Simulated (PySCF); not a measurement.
Two-component Hartree-Fock for Cu(2+) (copper, charge +2)

Start: [Ar] 3d9; 3d3/2 filled at m_j = -3/2, -1/2, +1/2, +3/2; 3d5/2 filled at m_j = -3/2, -1/2, +1/2, +3/2, +5/2. Calculated with PySCF 2.14 in x2c-SVPall-2c with one added diffuse shell each of s, d type (6s5p4d1f, 48 functions): generalised Hartree-Fock with the X2C-1e Hamiltonian and a Gaussian nucleus; one run each with spin-orbit coupling (SO) switched off, then screened by Boettger's factors. This is a chosen level, not necessarily the ground level.

```tsv
spinor shell	electrons	ε, spin-free (eV)	ε, screened SO (eV)	weight of nominal j (screened SO)	rms radius, screened SO (bohr)
1s1/2	2	-9072.4	-9072.4	1.000	0.0602
2s1/2	2	-1160.9	-1160.9	1.000	0.254
2p1/2	2	-1002.0	-1016.3	0.999	0.226
2p3/2	4	-1002.0	-994.90	1.000	0.229
3s1/2	2	-167.08	-167.06	1.000	0.765
3p1/2	2	-118.07	-121.09	0.947	0.811
3p3/2	4	-118.07	-116.57	0.973	0.818
3d3/2	4	-40.060	-40.692	0.808	1.02
3d5/2	5	-40.060	-39.560	0.847	1.03
```

```
   quantity    spin-free  screened SO
E (hartree)  -1651.97294  -1652.00696
        M_J          5/2          5/2
       ⟨J²⟩        8.754        8.754
       ⟨L²⟩        6.003        6.004
       ⟨S²⟩        0.751        0.752
```

Each row is a mean over spinors that exchange with the open shell spreads, by up to 7.361 eV (3p3/2).

Rows whose weight is well below 1 are mixtures of j = l ± 1/2: exchange outweighs spin-orbit coupling there, and the label is only the starting occupation.

Without spin-orbit coupling the j labels of p, d and f shells carry no meaning; the spin-free column gives the mean over the occupied spinors of each nl shell.
